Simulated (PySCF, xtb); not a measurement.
C2H8AlNO, SMILES C[O][Al]([CH3])[NH2]. One conformer was computed; it need not be the lowest.

Harmonic wavenumbers (cm⁻¹) from GFN2-xTB run with xtb at its own minimum, in rising order: 14, 29, 109, 140, 146, 188, 240, 270, 360, 472, 514, 602, 605, 721, 820, 1143, 1144, 1214, 1283, 1421, 1453, 1461, 1481, 1486, 1487, 2940, 2941, 2958, 2964, 2972, 2989, 3420, 3461.

### Question
What does PBE-D3(BJ)/def2-SVP in PySCF give at its own minimum? (Estimate from the structure and the level; the computed values follow.)

### Answer
36, 42, 86, 92, 163, 210, 246, 334, 359, 550, 590, 644, 658, 759, 834, 1140, 1148, 1167, 1212, 1378, 1381, 1418, 1426, 1436, 1476, 2886, 2954, 2970, 2972, 3065, 3075, 3504, 3593. Paired by order, the mean absolute difference is 42 cm⁻¹ and the zero-point energies are 62.1 and 62.6 kcal/mol.
